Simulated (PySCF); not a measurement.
H18N6Ru (SMILES [NH3]->[Ru+2](<-[NH3])(<-[NH3])(<-[NH3])(<-[NH3])<-[NH3]), charge +2, singlet, geometry from GFN2-xTB (such geometries of metal compounds can be far from the true shape) (all electrons, no relativity). Base run: PySCF with R2SCAN/3-21G.

Geometry (Å):
```xyz
25

Ru     0.0046    -0.0006     0.0034
N      0.9904    -1.3758     1.3912
H      0.6517    -1.3039     2.3522
H      1.9964    -1.2015     1.4383
H      0.8859    -2.3576     1.1288
N     -1.1594    -1.6626    -0.8160
H     -1.5285    -2.2618    -0.0750
H     -0.6162    -2.2734    -1.4288
H     -1.9702    -1.3657    -1.3617
N     -1.6035     0.3639     1.4421
H     -1.6505    -0.3298     2.1903
H     -2.5202     0.3468     0.9906
H     -1.5336     1.2721     1.9047
N      1.5745    -0.3702    -1.4754
H      1.1831    -0.5169    -2.4079
H      2.1349    -1.1995    -1.2705
H      2.2378     0.4007    -1.5717
N      1.1562     1.6432     0.8754
H      1.1494     1.6040     1.8967
H      0.7954     2.5657     0.6257
H      2.1411     1.6437     0.6049
N     -0.9311     1.3978    -1.3955
H     -1.4066     0.9415    -2.1759
H     -0.2407     2.0216    -1.8183
H     -1.6274     2.0031    -0.9567
```
Charge +2, spin multiplicity 1.
All else is at PySCF's defaults.
Base energy -4759.78787 Eh.

The base run was repeated with changes; each row names its change, and settings that it needs were set with it.

```csv
change,ΔE vs base (mEh),grid points,electrons on the grid
base,0.000,282136,102.00005
grids.becke_scheme = stratmann,-0.004,282136,102.00006
grids.radi_method = gauss_chebyshev,-0.885,277968,102.00005
grids.level = 4,-0.047,482512,101.99998
grids.level = 1,3.435,83304,101.99911
grids.level = 0,76.138,20400,102.03880
small_rho_cutoff = 0,0.000,282136,102.00005
"grids.atom_grid = (30, 110)",37.560,61608,102.00030
grids.prune = off,0.001,448936,102.00005
grids.prune = dft.gen_grid.treutler_prune,-0.308,244656,102.00005
```
